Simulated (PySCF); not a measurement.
# Dipole moment and polarisability of `CO[C@@H]1CO[C@@H](F)O1`

C₄H₇FO₃.
Cartesian coordinates in Å at the GFN2-xTB level; atoms count from 1:
```
atom  x, y, z in Å
C1     2.3479    0.0291   -0.2706
O2     1.1906    0.6797    0.2248
C3     0.0149    0.2623   -0.3618
C4    -1.1660    1.0694    0.2117
O5    -1.8060    0.1460    1.0796
C6    -1.5350   -1.0835    0.5750
F7    -2.4696   -1.3892   -0.4151
O8    -0.2982   -1.0843    0.0009
H9     2.3033   -1.0449   -0.0782
H10    3.1877    0.4698    0.2608
H11    2.4527    0.2010   -1.3473
H12    0.0830    0.3124   -1.4619
H13   -1.8540    1.3953   -0.5738
H14   -0.8149    1.9134    0.8029
H15   -1.6406   -1.8687    1.3310
```

Level: CAM-B3LYP/def2-SVPD (PySCF), static field, nuclei fixed, core orbitals frozen in the response. The polarisability tensor in these axes (au):

```
x   67.35  2.76 -2.27
y    2.76 58.31 -1.14
z   -2.27 -1.14 53.19
```

Problem. What are the eigenvalues, a third of the trace, and Δα (Δα² = ½Σ(αi − αj)² over the three pairs)?

Solution. Principal values 52.73, 57.58 and 68.53 au; mean 59.61 au = 8.83 Å³ = 9.83 × 10⁻⁴⁰ C²·m²/J; Δα = 14.01 au (24 % of the mean).

Problem. What is the dipole moment, and where does it point?

Solution. (2.02, 1.05, -0.75) D, 2.40 D in size, pointing from the negative to the positive side. Measured along this direction, the outermost atoms are H15 and F7 at the negative end and H10 at the positive end.

Problem. What molar refraction does this α imply?

Solution. Lorentz–Lorenz: R = (4π/3)N_A α = 2.5225 cm³/(mol·Å³) × 8.83 Å³ = 22.3 cm³/mol, in the limit of long wavelengths.

Problem. What would n − 1 = 2πNα be for an ideal gas of these molecules at 273.15 K and 1 atm, electronic part alone?

Solution. N = p/kT = 2.6868 × 10¹⁹ cm⁻³, so n − 1 = 2π × N × 8.83 × 10⁻²⁴ cm³ = 1491 × 10⁻⁶ at long wavelengths.

Problem. Directions of the eigenvectors, and the extent of the frame along each?

Solution. Largest value along (0.95, 0.27, -0.16), where the nuclei span 5.77 Å; middle along (-0.29, 0.95, -0.10), 3.64 Å; least along (0.13, 0.14, 0.98), 2.33 Å. The response follows the extents in order.

Problem. Rayleigh depolarisation ratio (linearly polarised light, static tensor)?

Solution. ρ = 3Δα²/(45ᾱ² + 4Δα²) = 589.2/(159925 + 785.6) = 0.00367.

The structure is a single GFN2-xTB conformer in the gas phase; no vibrational or solvent corrections.

These values come from a run that also computed excited states. Time: 1.8 min; peak memory 1.0 GiB. Hardware: Arm Neoverse N1, one thread, on a shared host.
